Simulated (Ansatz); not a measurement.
`O[SiH]1[NH][AlH]1` + `[F][GeH2][F]` → `[NH]1[AlH][SiH2]1` + `[OH][GeH]([F])[F]` at 400 K and 1 bar (redistribution).

Program: Ansatz. Geometries: PBE0-D4/def2-TZVP. ΔE: electronic, gas phase. CCSD(T)/CBS is the MP2 limit (def2-TZVPP, def2-QZVPP) plus CCSD(T) − MP2 in def2-TZVPP, frozen cores. For Ge outer-core shells are correlated without core-valence functions, which leaves a few kJ/mol of doubt a bond. Scalar relativity is left out up to krypton. Each species was taken in one conformer, which may not be the lowest.

```csv
species,CCSD(T)/CBS energy (Eh),H − E (kJ/mol),S (J/(mol·K))
`O[SiH]1[NH][AlH]1`,-663.42911,148.3,346.6
`[F][GeH2][F]`,-2276.96403,73.6,296.6
`[NH]1[AlH][SiH2]1`,-588.19433,125.8,309.8
`[OH][GeH]([F])[F]`,-2352.17909,95.4,339.5
```

H − E and S are ideal-gas, rigid-rotor, harmonic terms from PBE0-D4/def2-TZVP, for one conformer and one mirror image of each species. 1 Eh = 2625.50 kJ/mol, R = 8.31446 J/(mol·K).

Q: By hand: ΔE, ΔH, ΔS and ΔG.

A: ΔE = (-588.19433) + (-2352.17909) − (-663.42911) − (-2276.96403) = 0.01972 Eh = 51.8 kJ/mol. Δ(H − E) = 125.8 + 95.4 − 148.3 − 73.6 = -0.7, so ΔH = 51.1 kJ/mol. ΔS = 309.8 + 339.5 − 346.6 − 296.6 = 6.1 J/(mol·K). ΔG = 51.1 − 400 × (6.1)/1000 = 48.7 kJ/mol.

Q: By hand: the equilibrium constant, and the temperature at which ΔG would vanish if ΔH and ΔS stayed fixed.

A: log₁₀ K = −ΔG/(RT ln 10) = -6.4. ΔG = 0 at ΔH/ΔS = 8377 K, far beyond where these terms or the molecules hold.

The number of gas molecules stays the same, so ΔS is small and ΔH decides. A doubt of 5 kJ/mol in ΔE shifts log₁₀ K by 0.7 here. Other conformers and mirror images would add mixing entropy, several J/(mol·K) or more a flexible species. These are equilibria of isolated gas molecules and say nothing of rates. Largest T1 diagnostic: 0.015 (customary marks: 0.02 for closed shells, 0.045 for open ones).
